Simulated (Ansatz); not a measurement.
**Ligand exchange: Si(CH3)4 + Sn(CH3)Cl3 → Si(CH3)3Cl + Sn(CH3)2Cl2**

Species: Si(CH3)4 (tetramethylsilane), singlet; Sn(CH3)Cl3 (methyltin trichloride), singlet; Si(CH3)3Cl (chlorotrimethylsilane), singlet; Sn(CH3)2Cl2 (dimethyltin dichloride), singlet. The partners trade CH3 for Cl: Si–CH3 and Sn–Cl bonds give way to Si–Cl and Sn–CH3.

Shapes, held fixed at every level: PBE0-D4/def2-TZVP. Programs: Ansatz 0.2.0. Electronic energies: no zero-point or thermal term.

(1) Estimate ΔE of this reaction.

Results:

(1) The highest level, CCSD(T)/def2-TZVPP, gives ΔE = -26.3 kJ/mol; the levels span -30.5 to -13.7. The column of differences is taken from that level and isn't an error. No measured value is set beside it here. For atoms past krypton def2 sets carry core potentials with scalar relativity. Outer-core shells of Sn are correlated, in sets that cover them unevenly.

```tsv
level	kind	ΔE (kJ/mol)	less CCSD(T)/def2-TZVPP
HF/def2-SVP	Hartree–Fock	-16.3	+10.0
SPW92/def2-TZVPP	LDA	-23.5	+2.8
PBE-D4/def2-TZVPP	GGA	-20.0	+6.3
B3LYP-D4/def2-TZVPP	global hybrid	-19.6	+6.7
MP2/def2-TZVPP	perturbation theory	-30.5	-4.2
CCSD/def2-SVP	coupled cluster or CI	-13.7	+12.6
CCSD(T)/def2-TZVPP	coupled cluster or CI	-26.3	0.0
```
